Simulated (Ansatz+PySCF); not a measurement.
Values are calculated unless marked as measured or tabulated.
**Several solutions for quartet TiF**

```xyz
2

Ti    0.0000    0.0000    0.0000
F     0.0000    0.0000    1.9074
```

Basis set: def2-SVP (spherical functions). Charge 0, multiplicity 4.

PBE0 (restricted open-shell) was run from several starts with Ansatz (development build ahead of 0.2.0) and PySCF 2.14.0.

```
run  program                        start  converged  energy (hartree)  <S²>
  A   Ansatz      atomic start, no search        yes        -948.79644  3.75
  B   Ansatz  search for the lowest state        yes        -948.79644  3.75
  C   Ansatz      stability test followed        yes        -948.79644  3.75
  D    PySCF             program defaults         no                 –     –
```

Question: Which runs reached the lowest solution of this kind, and what is wrong with the others?

Answer: A, B, C reached the lowest solution found. Not converged: D.
